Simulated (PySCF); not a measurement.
Level of theory: B3LYP-D3(BJ)/def2-TZVP (PySCF). Isolated molecules, 0 K electronic values unless said otherwise. B3LYP has the VWN-RPA correlation part, as in Gaussian. Excitations are Tamm–Dancoff values on a coarser integration grid. The basis has no diffuse functions, so Rydberg states are missing or too high.

Reference species (SMILES): `[AlH2][Br]` (neutral, multiplicity 1).

```
Quantity                Value
-------------------  --------
LUMO                 -1.96 eV
S1 excitation (TDA)   4.98 eV
T1 excitation (TDA)   4.75 eV
```

Changed species: `[Br][Al]([Br])[Br]` (0 of 3 Br replaced by H; the reference has 2 of 3 Br replaced by H).

Q: What does the change do to the LUMO, S1 excitation (TDA) and T1 excitation (TDA)?

A: the LUMO goes up by 0.09 eV, to -1.87 eV; the S1 excitation (TDA) rises by 0.51 eV, to 5.49 eV; the T1 excitation (TDA) rises by 0.47 eV, to 5.22 eV.
